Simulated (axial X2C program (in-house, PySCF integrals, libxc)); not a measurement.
## Spin–orbit effects down a group: molecules with H (ions), MP2

All values come from calculations with an in-house all-electron X2C program for linear molecules (integrals from PySCF), spin-free (one-electron X2C) or two-component (2c: spin–orbit coupling with atomic mean-field Coulomb and Gaunt terms, which also bring small scalar terms), in Dyall basis sets with cores contracted in-house; open shells are unrestricted.

Basis sets: C dyall-v3z, Ge dyall-cv3z, H dyall-v3z, Pb dyall-cv3z, Si dyall-v3z, Sn dyall-cv3z. Frozen shells (counts by l): CH⁺ C 1s, H none, 4 electrons correlated; SiH⁺ Si 2s1p, H none, 4 electrons correlated; GeH⁺ Ge 3s2p, H none, 14 electrons correlated; SnH⁺ Sn 4s3p1d, H none, 14 electrons correlated; PbH⁺ Pb 5s4p2d1f, H none, 14 electrons correlated. Where the outer core of a metal is frozen, bonds come out longer and ionisation energies lower. Frozen cores can differ along the series, which adds to the trend.

```json
{"molecule": "CH⁺", "spin-free state": "M_S = 0, Λ = 0", "Re (Å)": "1.125", "ωe (cm⁻¹)": "2939.4", "De (eV)": "3.99", "2c state": "Ω = 0", "Re 2c (Å)": "1.125", "ωe 2c (cm⁻¹)": "2939.3", "De 2c (eV)": "3.99"}
{"molecule": "SiH⁺", "spin-free state": "M_S = 0, Λ = 0", "Re (Å)": "1.505", "ωe (cm⁻¹)": "2210.9", "De (eV)": "3.18", "2c state": "Ω = 0", "Re 2c (Å)": "1.505", "ωe 2c (cm⁻¹)": "2210.6", "De 2c (eV)": "3.16"}
{"molecule": "GeH⁺", "spin-free state": "M_S = 0, Λ = 0", "Re (Å)": "1.558", "ωe (cm⁻¹)": "2089.6", "De (eV)": "2.90", "2c state": "Ω = 0", "Re 2c (Å)": "1.558", "ωe 2c (cm⁻¹)": "2088.3", "De 2c (eV)": "2.79"}
{"molecule": "SnH⁺", "spin-free state": "M_S = 0, Λ = 0", "Re (Å)": "1.739", "ωe (cm⁻¹)": "1897.9", "De (eV)": "2.56", "2c state": "Ω = 0", "Re 2c (Å)": "1.738", "ωe 2c (cm⁻¹)": "1895.3", "De 2c (eV)": "2.28"}
{"molecule": "PbH⁺", "spin-free state": "M_S = 0, Λ = 0", "Re (Å)": "1.804", "ωe (cm⁻¹)": "1794.5", "De (eV)": "2.37", "2c state": "Ω = 0", "Re 2c (Å)": "1.790", "ωe 2c (cm⁻¹)": "1773.7", "De 2c (eV)": "1.55"}
```

Problem. Work out the shifts from the spin-free to the two-component result.

Solution. 

| molecule | 2c state | ΔRe (Å) | Δωe (cm⁻¹) | ΔDe (eV) |
| --- | --- | --- | --- | --- |
| CH⁺ | Ω = 0 | 0.000 | -0.1 | 0.00 |
| SiH⁺ | Ω = 0 | 0.000 | -0.3 | -0.02 |
| GeH⁺ | Ω = 0 | 0.000 | -1.3 | -0.11 |
| SnH⁺ | Ω = 0 | -0.001 | -2.6 | -0.28 |
| PbH⁺ | Ω = 0 | -0.014 | -20.8 | -0.82 |

Shifts of one unit in the last digit are rounding.

Fragments in 2c: C+ + H, Si+ + H, Ge+ + H, Sn+ + H, Pb+ + H. Each entry is the lowest single determinant of a limited PBE0 search at one distance. De goes to single-determinant-based atoms at the same level (for ions the charge split of lowest energy) and is withheld (n/a) where an atom does not fit its ground term or J level. Main or longest-lived isotopes.
